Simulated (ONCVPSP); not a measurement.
**Logarithmic derivatives: zirconium (Zr), ONCV**

ONCVPSP 4.0.1 input, shortened (lines: element, Z, core and valence counts, functional; n l f; lmax; l rc ep ncon nbas qcut; lloc lpopt rc5 dvloc0; l nproj debl; icmod fcfact rcfact), PBE, scalar-relativistic:

```
  Zr 40.00    8    2        4      upf
    1    0    2.00
    2    0    2.00
    2    1    6.00
    3    0    2.00
    3    1    6.00
    3    2   10.00
    4    0    2.00
    4    1    6.00
    4    2    2.00
    5    0    2.00
    2
    0    3.35    0.00    3    7    2.10
    1    3.55    0.10    3    7    2.30
    2    1.95    0.00    3    8    5.90
    4    5    1.75   -1.00
    0    2    1.40
    1    1    0.50
    2    2    2.90
    3    4.75    1.55
```

In the p channel the program set the typed energies aside and used 0.050 Ha.

The phase is arctan(r·R′/R) of the radial function R(r), unwrapped; energies in Ha, scanned from -2 to 5 Ha. A pole is an energy at which the radial function vanishes at the test radius. The pseudo phase is shifted by a multiple of π to meet the all-electron one at the reference energy, and phase errors are pseudo minus all-electron; the curves can meet again beyond the range given. Levels narrower than the energy grid can be missing from the lists of poles. Where the grid stepped over a known ghost or core level, its pole and its step of π were put in at the level’s energy. n/a: not evaluated, since a narrow level or a reset projector energy made the automatic matching unsafe.

| channel | radius (bohr) | reference energy (Ha) | poles, all-electron | poles, pseudo | unbroken range about the reference energy with phases within 0.05 rad | phase error 1 Ha above the reference energy (rad) |
| --- | --- | --- | --- | --- | --- | --- |
| s | 3.40 | -0.16 | 0.44, 3.04 | -1.00, 0.44, 2.42, 4.19 | -1.0 to 2.2 | -0.001 |
| p | 3.61 | 0.05 | -1.18, 0.67, 2.99 | 0.63, 2.32 | n/a | n/a |
| d | 1.97 | -0.13 | 0.96 | 0.96 | the whole range | +0.000 |

Note: ghosts flagged at negative energy: s at -27.2 eV, p at -23.1 eV, d at -658.9 eV; no localised positive-energy state flagged. A true bound ghost makes a file unfit for plane-wave use.

Phases in the p channel:

```csv
E (Ha),all-electron,pseudo
-1.98,1.397,1.398
-1.80,1.385,1.387
-1.62,1.370,1.373
-1.44,1.349,1.356
-1.26,1.290,1.334
-1.08,-1.802,1.302
-0.90,-1.855,1.224
-0.72,-1.916,-1.908
-0.54,-2.016,-2.018
-0.36,-2.224,-2.229
-0.18,-2.813,-2.821
0.00,-3.897,-3.897
0.18,-4.377,-4.379
0.36,-4.561,-4.566
0.54,-4.660,-4.671
0.72,-4.731,-4.753
0.90,-4.796,-4.843
1.08,-4.872,-5.000
1.26,-4.996,-5.608
1.44,-5.309,-7.260
1.62,-6.522,-7.612
1.80,-7.386,-7.724
1.98,-7.605,-7.783
2.16,-7.698,-7.824
2.34,-7.752,-7.858
2.52,-7.788,-7.890
2.70,-7.817,-7.925
2.88,-7.841,-7.970
3.06,-7.863,-8.040
3.24,-7.885,-8.190
3.42,-7.908,-8.769
3.60,-7.937,-10.309
3.78,-7.975,-10.699
3.96,-8.036,-10.818
4.14,-8.157,-10.876
4.32,-8.544,-10.912
4.50,-10.025,-10.938
4.68,-10.629,-10.958
4.86,-10.785,-10.975
```
